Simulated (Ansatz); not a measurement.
Coupled-cluster run, `C[Si](C)(N)N`.

```yaml
crystal:
  periodic: [false, false, false]
  atoms:
    - {symbol: C, position_ang: [-1.662051, 0.380910, 0.443853]}
    - {symbol: Si, position_ang: [0.117283, 0.139251, -0.085861]}
    - {symbol: C, position_ang: [0.634016, -1.614865, 0.315673]}
    - {symbol: N, position_ang: [0.998679, 1.388945, 0.701315]}
    - {symbol: N, position_ang: [0.442945, 0.335551, -1.763095]}
    - {symbol: H, position_ang: [-2.309811, -0.362019, -0.029146]}
    - {symbol: H, position_ang: [-1.778362, 0.275145, 1.526915]}
    - {symbol: H, position_ang: [-2.025630, 1.372312, 0.161752]}
    - {symbol: H, position_ang: [0.479733, -1.829596, 1.376501]}
    - {symbol: H, position_ang: [0.053811, -2.346903, -0.254647]}
    - {symbol: H, position_ang: [1.691540, -1.774874, 0.090522]}
    - {symbol: H, position_ang: [1.989091, 1.489554, 0.550037]}
    - {symbol: H, position_ang: [0.730151, 1.712309, 1.615476]}
    - {symbol: H, position_ang: [0.275467, 1.218220, -2.217695]}
    - {symbol: H, position_ang: [0.341238, -0.434639, -2.402400]}
basis:
  gaussian: {orbitals: def2-SVP}
correlation: {method: ccsd_t}
```

```sh
$ ansatz run in.yaml --threads 4 --pin off --events-out ev --progress --plain --max-ram 10444MiB
```

Output of Ansatz, abridged:

```
Functional definition: HF
1268 factors; integrals over basis functions are off by at most 1.2e-3 eV
mean field evaluation 1: about -13035.9681 eV, gradient 4.6e1 eV
mean field evaluation 2: about -13035.9687 eV, gradient 4.6e1 eV
mean field evaluation 4: about -13040.8038 eV, gradient 3.5e0 eV
mean field evaluation 8: about -13040.8476 eV, gradient 1.0e-4 eV
mean field -13040.84757224 eV, -479.2423088760 hartree, gradient 3.0e-6 eV, S^2 0.000000; 0 other end points of the search recorded, 0 dependent functions left out
9 core orbitals not correlated: weight in the atoms' cores, before any rotation towards them, 1.000 or more for the frozen orbitals, at most 0.000 for the correlated occupied ones
reference -13040.84757224 eV, -479.2423088760 hartree; 16, 16 occupied and 99, 99 virtual orbitals, 1268 factors
second order -19.92467408 eV of doubles, -0.00000000 eV of singles
cycle   1  -21.03201010 eV  change    -1.1e0 eV  update   8.5e-2
cycle   2  -21.52399072 eV  change   -4.9e-1 eV  update   2.5e-2
cycle   3  -21.60267181 eV  change   -7.9e-2 eV  update   9.5e-3
cycle   4  -21.60234730 eV  change    3.2e-4 eV  update   2.3e-3
cycle   5  -21.60250650 eV  change   -1.6e-4 eV  update   8.4e-4
cycle   6  -21.60250236 eV  change    4.1e-6 eV  update   2.5e-4
cycle   7  -21.60245208 eV  change    5.0e-5 eV  update   9.3e-5
cycle   8  -21.60245143 eV  change    6.5e-7 eV  update   3.2e-5
perturbative correction -0.56576014 eV, -0.0207913018 hartree
Total energy: -13063.01578382 eV, -480.0569756251 hartree
```

It took 3.1 s on 4 threads of an Intel Xeon 6975P-C on a shared host, with 0.83 GiB of host memory at the peak.

MP2 recovers 89.9 % of the CCSD(T) correlation energy and the triples give 2.6 %; T1 = 0.0088.
